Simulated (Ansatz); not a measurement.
Reaction (ligand exchange at a Ga–C bond): `[CH3][GaH2]` + arsine → `[GaH2][AsH2]` + CH₄

Computed with Ansatz on PBE0-D4/def2-TZVP structures; ΔE is electronic, products minus reactants. CCSD(T)/CBS adds triple-zeta CCSD(T) − MP2 to the extrapolated MP2 energy (def2 sets, frozen cores). This one scheme is used for every species. DFT in def2-TZVPP. For As, Ga outer-core shells are correlated without core-valence functions, which leaves a few kJ/mol of doubt a bond. Scalar relativity is left out up to krypton.

```csv
level,ΔE (kJ/mol)
ωB97M-V,-78.1
HF/def2-TZVPP,-81.6
```

Question: What does CCSD(T)/CBS give? (Estimate.)

Answer: The calculation gave: -79.4 kJ/mol. The listed levels differ from it by 1.3, -2.2 kJ/mol.

Largest T1 diagnostic among the species: 0.012.

Leaving LDA and LC-ωPBE aside and taking each functional with its dispersion term where it has one, the values, not all of them listed here, spread over 8.3 kJ/mol, from BHLYP-D4 to ωB97X-V. LDA lies +3.8 kJ/mol from PBE without D4.
